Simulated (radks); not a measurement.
These are the eigenvalues of the occupied orbitals of an atom or ion with whole-number occupations (eV). All-electron calculation, scalar-relativistic Kohn-Sham, r2SCAN, spin-polarised, spherical densities, finite nucleus; meta-GGA in the generalised Kohn-Sham scheme; Fermi nuclear charge, rms radius of each element as measured or else 0.836 A^(1/3) + 0.57 fm. Program: a radial shooting solver on a logarithmic mesh with Libxc functionals.

1s up: -59426.91
1s down: -59426.88
2s up: -10108.11
2s down: -10108.08
2p up: -8929.769
2p down: -8929.732
3s up: -2338.310
3s down: -2335.636
3p up: -1979.747
3p down: -1977.069
3d up: -1536.208
3d down: -1534.148
4s up: -524.0059
4s down: -518.5864
4p up: -405.0280
4p down: -399.6747
4d up: -246.2450
4d down: -240.9237
5s up: -112.0643
5s down: -109.9218
5p up: -81.1346
5p down: -79.5995
4f up: -71.2801
4f down: -66.2362
6s up: -37.4311

Which element is it, and in what charge state? The configuration may be excited. Open shells, if any, are filled with parallel spins first.

Answer. Z = 69, thulium, charge +4: Tm4+ in [Xe] 4f10 6s1. The list shows which subshells hold electrons but not how many an open one holds; the 1s level, -2183.9 hartree, gives Z - s = 66.1 by -(Z - s)^2/2, which with screening and relativity narrows Z to a few neighbours, and the depths of the outer levels then fix element, charge and occupations together.
